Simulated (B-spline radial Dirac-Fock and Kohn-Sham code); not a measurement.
Z = 60 (neodymium), transition energy 1000 keV. The computed values come from a radial B-spline solver: a Dirac-Hartree-Slater potential of the neutral atom with a Latter tail (no hole, which puts coefficients of high multipoles low close above an edge), finite nucleus with surface currents. Subshells that would emit electrons below 1 keV are left out.

Question: A pure transition shows α(K) = 0.000809, L1/L2 = 29.9 and L1/L3 = 24.3. What is its multipolarity?
A. M1
B. M3
C. M2
D. E4
E. M4
F. E2
G. E3
H. E1

Answer: H. For comparison, α(K), L1/L2, L1/L3 are E2 0.00192, 10.5, 19.3; E3 0.00398, 4.71, 14.7; E4 0.00786, 2.71, 10.8; M1 0.00292, 23.4, 97.7; M2 0.00720, 15.5, 80.0; M3 0.0146, 10.9, 33.8; M4 0.0283, 8.11, 15.6.
